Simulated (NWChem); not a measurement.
Molecule: CH$_{4}$F$_{2}$Ge; SMILES [CH3][GeH]([F])[F]

```xyz
8

Ge     0.0000    -0.0307     0.2796
C     -0.0008     1.7674    -0.4002
F     -1.3681    -0.8724    -0.3738
F      1.3690    -0.8710    -0.3737
H      0.0001    -0.2732     1.7914
H     -0.8786     2.3137    -0.0272
H      0.9118     2.2920    -0.0838
H     -0.0360     1.7370    -1.4982
```
Atoms are numbered in this order, from 1.

Structure relaxed at the PBE0/def2-SVP level.

**Question.** List the 6 lowest vertical singlet excitations from PBE/def2-SVP, TDA (NWChem).

**Answer.** 
```
state  energy (eV)  oscillator strength  leading excitation (squared amplitude)
-----  -----------  -------------------  --------------------------------------
S1            8.00                0.000                    HOMO → LUMO+1 (0.99)
S2            8.21                0.045                      HOMO → LUMO (0.74)
S3            8.60                0.116                    HOMO → LUMO+2 (0.73)
S4            8.87                0.003                    HOMO−1 → LUMO (0.87)
S5            8.92                0.002                  HOMO−1 → LUMO+1 (0.66)
S6            8.99                0.001                    HOMO−3 → LUMO (0.95)
```
